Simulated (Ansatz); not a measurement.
Geometry optimisation, RKS PBE/def2-SVP (Ansatz 0.2.0).

The input (input.yaml):

```yaml
crystal:
  periodic: [false, false, false]
  atoms:
    - { symbol: Si, position_ang: [0.0, 0.0, 0.0] }
    - { symbol: Si, position_ang: [0.0, 0.0, 2.57] }
    - { symbol: H, position_ang: [-1.3148, -0.4067, 3.0574] }
    - { symbol: H, position_ang: [1.0096, -0.9353, 3.0574] }
    - { symbol: H, position_ang: [0.3052, 1.342, 3.0574] }
    - { symbol: F, position_ang: [1.4994, 0.0, -0.5295] }
    - { symbol: F, position_ang: [-0.7489, 1.2974, -0.5295] }
    - { symbol: F, position_ang: [-0.7489, -1.2974, -0.5295] }
    - { symbol: H, position_ang: [-1.6702, 0.0053, 0.555] }
    - { symbol: H, position_ang: [-1.464, 0.0047, 1.5048] }
basis:
  gaussian: { orbitals: def2-SVP }
hamiltonian:
  xc: pbe
relax:
  f_tol: 0.15
  max_steps: 25
  restrain:
    - { distance: [0, 8], at: 2.66, k: 30.0 }
    - { distance: [9, 1], at: 2.66, k: 30.0 }
    - { distance: [0, 1], at: 2.22, k: 30.0 }
    - { distance: [9, 8], at: 0.66, k: 30.0 }
```

Launched with:

```bash
$ ansatz run input.yaml --threads 2 --pin off --max-ram 3072MiB --backend cpu --events-out ev --progress --plain --runs-dir out
```

Where does it end, and by what steps?

It converged. The restraints hold the end off the free minimum; the threshold counts their pulls, which the force column leaves out. Restrained pairs: Si1–H9 (1.76 → 2.67 Å), Si2–H10 (1.81 → 2.67 Å), Si1–Si2 (2.57 → 2.26 Å), H9–H10 (0.97 → 0.72 Å). After 12 steps the energy has fallen by 2.583 eV (the restraints' own energy left out); H10 moved furthest, 0.96 Å.

```csv
step,energy less start (eV),largest force component (eV/Å),accepted
0,0.0000,4.214,yes
1,-1.3308,2.709,yes
2,-1.4420,4.883,yes
3,-1.7550,3.912,yes
4,-2.2986,2.165,yes
5,-2.5133,1.663,yes
6,-2.5276,1.641,yes
7,-2.5534,1.550,yes
8,-2.5748,1.435,yes
9,-2.6162,1.344,no
10,-2.5804,1.445,yes
11,-2.5923,1.249,yes
12,-2.5829,1.450,yes
```

```xyz
10
Properties=species:S:1:pos:R:3
Si 0.220 -0.146 0.142
Si 0.105 -0.110 2.394
H -0.974 -1.034 2.878
H 1.426 -0.567 2.950
H -0.168 1.293 2.855
F 1.765 -0.096 -0.359
F -0.513 1.120 -0.576
F -0.438 -1.487 -0.495
H -2.185 0.706 0.918
H -2.371 0.331 1.506
```

Run time: 25 s on 2 threads of Arm Neoverse V1, on a shared host, peak memory 0.14 GiB.
